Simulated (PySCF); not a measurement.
C3H7BF2O. Atoms are numbered in the order given.

```xyz
14

C      2.2448    -0.7049     1.0212
O      1.3337    -0.2875     0.0397
C      0.0008    -0.1210     0.4810
C     -0.7167    -1.4479     0.7825
B     -0.7851     0.7216    -0.5954
F     -2.0669     1.0005    -0.3986
F     -0.2370     1.1825    -1.7002
H      2.0483    -1.7319     1.3849
H      3.2477    -0.6875     0.5705
H      2.2420    -0.0264     1.8991
H     -0.0135     0.4900     1.4149
H     -0.2419    -1.9891     1.6148
H     -1.7658    -1.2636     1.0592
H     -0.6989    -2.1037    -0.1024
```

Geometry optimised at B3LYP-D3(BJ)/def2-SVP. The structure was generated by enumeration; whether it is a known compound was not checked. Other conformers were not sampled.

Computed with PySCF with KT2/pcSseg-1.

GIAO shieldings, no solvent; atoms listed in one row are averaged. δ = σ(ref) − σ: ¹³C against TMS (σ = 185.1 ppm); ¹⁷O against H2O (σ = 330.4 ppm); ¹¹B against BF3 (σ = 89.8 ppm); ¹⁹F against CFCl3 (σ = 127.1 ppm); ¹H against TMS (σ = 31.47 ppm), references at their B3LYP-D3(BJ)/def2-TZVP geometries, non-relativistic.

```
nucleus          atoms  count  δ (ppm)
-------  -------------  -----  -------
¹³C                 C3      1     69.7
¹³C                 C1      1     60.3
¹³C                 C4      1     15.7
¹⁷O                 O2      1     35.1
¹¹B                 B5      1     14.6
¹⁹F                 F7      1   -104.0
¹⁹F                 F6      1   -114.9
¹H         H8, H9, H10      3     3.67
¹H                 H11      1     3.39
¹H       H12, H13, H14      3     1.55
```
